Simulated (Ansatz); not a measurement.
Reaction (formal exchange of groups at a Ga–N bond): `[CH3][Ga]([NH2])[NH2]` + `C=C(C)CC` → `[CH3][Ga]([CH3])[NH2]` + `C=C(C)CN`

Program: Ansatz. Geometries: PBE0-D4/def2-TZVP. ΔE: electronic, gas phase. CBS: MP2 limit from def2 TZ/QZ plus the TZ coupled-cluster correction, frozen cores. Functionals use def2-TZVPP. B3LYP here is the variant with VWN-RPA as its local correlation; programs differ in this. For Ga outer-core shells are correlated without core-valence functions, which leaves a few kJ/mol of doubt a bond. Scalar relativity is left out up to krypton. Each species was taken in one conformer, which may not be the lowest.

`[CH3][Ga]([NH2])[NH2]`:

```xyz
11

C     1.585    0.260    0.753
Ga   -0.166   -0.025   -0.073
N    -0.678   -1.653   -0.716
N    -1.387    1.316   -0.249
H     1.630    1.222    1.266
H     2.372    0.241   -0.004
H     1.802   -0.528    1.477
H    -1.516   -1.804   -1.250
H    -0.043   -2.428   -0.801
H    -1.274    2.217    0.180
H    -2.326    1.182   -0.584
```

`C=C(C)CC`:

```xyz
15

C     1.338    1.085    0.873
C     0.483    0.523    0.025
C     0.880    0.159   -1.372
C    -0.934    0.224    0.422
C    -1.273   -1.264    0.414
H     1.041    1.348    1.883
H     2.361    1.303    0.587
H     1.904    0.466   -1.588
H     0.807   -0.919   -1.539
H     0.215    0.635   -2.100
H    -1.120    0.635    1.417
H    -1.612    0.745   -0.266
H    -0.612   -1.816    1.086
H    -2.302   -1.428    0.742
H    -1.175   -1.697   -0.584
```

`[CH3][Ga]([CH3])[NH2]`:

Cartesian coordinates in Å:
```
C -0.736 0.723 1.605
Ga 0.022 -0.136 0.006
C 0.499 0.765 -1.675
N 0.307 -1.935 0.091
H -0.921 0.002 2.403
H -0.057 1.490 1.987
H -1.679 1.220 1.365
H 1.238 1.550 -1.496
H 0.913 0.066 -2.405
H -0.378 1.243 -2.118
H 0.103 -2.503 0.896
H 0.690 -2.484 -0.660
```

`C=C(C)CN`:

Z-matrix (Å, degrees):
```
C
C 1 1.494
H 1 1.092 2 110.4
H 1 1.096 2 110.4 3 -117.5
H 1 1.091 2 111.6 3 121.8
C 2 1.503 1 116.2 3 55.2
C 2 1.329 1 123.0 3 -124.8
N 6 1.458 2 110.8 1 -59.7
H 6 1.097 2 108.6 1 57.9
H 6 1.099 2 108.9 1 174.0
H 7 1.085 2 121.3 1 180.0
H 7 1.085 2 121.6 1 -0.5
H 8 1.013 6 110.1 2 -69.3
H 8 1.012 6 110.8 2 172.1
```

```tsv
level	ΔE (kJ/mol)	difference from CCSD(T)/CBS
r2SCAN-D4	74.6	-4.3
PBE0-D4	71.3	-7.6
B3LYP-D4	73.7	-5.2
ωB97X-V	74.8	-4.1
B2PLYP	76.2	-2.7
PBE	67.0	-11.9
PBE0	70.7	-8.2
B3LYP	72.5	-6.4
HF/def2-TZVPP	81.7	2.8
SCS-MP2/def2-TZVPP	80.0	1.1
CCSD/def2-TZVPP	77.3	-1.6
CCSD(T)/def2-TZVPP	76.3	-2.6
HF/def2-QZVPP	82.9	4.0
HF/CBS(def2)	83.0	4.1
MP2/CBS(def2)	82.7	3.8
CCSD/CBS(def2)	79.9	1.0
CCSD(T)/CBS	78.9	0
```

Largest T1 diagnostic among the species: 0.012.

From PBE to PBE0 (25 % exact exchange), in def2-TZVPP and without D4, ΔE moves by +3.7 kJ/mol.
